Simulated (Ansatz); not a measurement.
C₂H₄BClO₂, SMILES `CC(=O)OBCl` at its PBE0-D4/def2-TZVP geometry, where that method's forces vanish. The species carries charge 0 and has multiplicity 1.

```xyz
10

C     1.4378   -0.6433    0.5599
C     0.5114    0.0956   -0.3449
O     0.7402    0.4637   -1.4532
O    -0.6867    0.3500    0.2905
B    -1.8299    0.6123   -0.3998
Cl   -3.2156    1.1098    0.5365
H     0.9804   -1.5867    0.8650
H     1.6000   -0.0583    1.4676
H     2.3822   -0.8254    0.0540
H    -1.9198    0.4824   -1.5754
```

Problem. What forces (eV/Å) does PBE-D4/def2-TZVPP give on these atoms in the Gaussian-basis code of Ansatz? (An estimate is asked.)

Solution. The calculation gave: 
```
C1   0.031 -0.025  0.025
C2   0.262 -0.361  0.548
O3   0.295  0.392 -1.185
O4  -0.303  0.050  0.618
B5  -0.238  0.046 -0.176
Cl6 -0.196  0.072  0.116
H7  -0.071 -0.197  0.087
H8   0.046  0.092  0.201
H9   0.193 -0.044 -0.087
H10 -0.020 -0.024 -0.148
```
